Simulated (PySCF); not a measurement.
# Spectroscopy problems

[PySCF 2.14: geometry: GFN2-xTB; NMR shieldings at PBE0/pcSseg-1/GIAO; rapidly exchanging positions averaged; single conformer; gas phase; relativity neglected]

δ = σ(ref) − σ, references computed at the same level: 1H (σref 31.72), 13C (σref 186.93) against TMS. Splittings of carbon signals by F and P are missing where no couplings were computed. Where no couplings were computed, multiplicities follow the n + 1 count of equivalent neighbours, and m marks all less simple cases (inequivalent or close neighbours, rings, F or P nearby). Shifts are as computed. Against solution values, carbons near 30 ppm lie about +3 ppm off and those near 130 ppm about +5 ppm; carbons on Cl a further +6 ppm. Of 1211 compounds with measured shifts, 218 miss one by over three times the rms of a fit or turn the order of signals round; such compounds aren't used in these exercises. Carbons bonded to Cl come out too deshielded.

Question: C6H11FO. 1H NMR (400 MHz, computed): δ 5.66 (m, 1H), 4.53 (m, 2H), 3.61 (q, 2H), 1.91 (d, 3H), 1.31 (t, 3H). 13C{1H} NMR (computed): δ 167.1 (C), 114.1 (CH), 72.8 (CH2), 67.6 (CH2), 17.8 (CH3), 12.2 (CH3). What is it?

Answer: SMILES C/C=C(/F)COCC. Rings plus π bonds: 1 (no ring in the answer). 6 carbon signals for 6 carbons: no two carbons are equivalent. Carbon types of the structure: 1 × C, 1 × CH, 2 × CH2, 2 × CH3, which accounts for all hydrogens. δC 167.1: fully substituted alkene carbon. δC 114.1: alkene CH; as expected for a trigonal carbon in a double bond. δC 72.8: allylic sp3 CH2 bonded to O; the inductive effect lowers its shielding. δC 67.6: sp3 CH2 bonded to O; deshielded by the electronegative neighbour.

The data come from this structure; uniqueness wasn't tested.

Question: C6H8Cl2Si. 1H NMR (600 MHz, computed): δ 6.56 (m, 1H), 6.37 (m, 1H), 6.21 (m, 1H), 5.74 (d, 1H), 2.94 (m, 1H), 2.92 (m, 1H), 2.63 (m, 1H), 2.50 (m, 1H). 13C{1H} NMR (computed): δ 158.2 (C), 150.9 (C), 144.2 (CH2), 142.6 (CH), 41.1 (CH2), 28.9 (CH2). What is it?

Answer: SMILES C=C[Si@H](Cl)C1=C(Cl)CC1. Rings plus π bonds: 3 (1 ring in the answer). 6 carbon signals for 6 carbons: no two carbons are equivalent. Carbon types of the structure: 2 × C, 1 × CH, 3 × CH2, leaving 1 H on heteroatoms. δC 158.2, 150.9: fully substituted alkene carbon; as expected for a trigonal carbon in a double bond. δC 144.2: terminal =CH2 carbon; the olefinic region. δC 142.6: alkene CH; an sp2 carbon of a C=C bond. δH 6.56, 6.21: hydrogen on a terminal =CH2 carbon; attached to an sp2 carbon and in the plane of the double bond.

The shifts were computed for this structure.
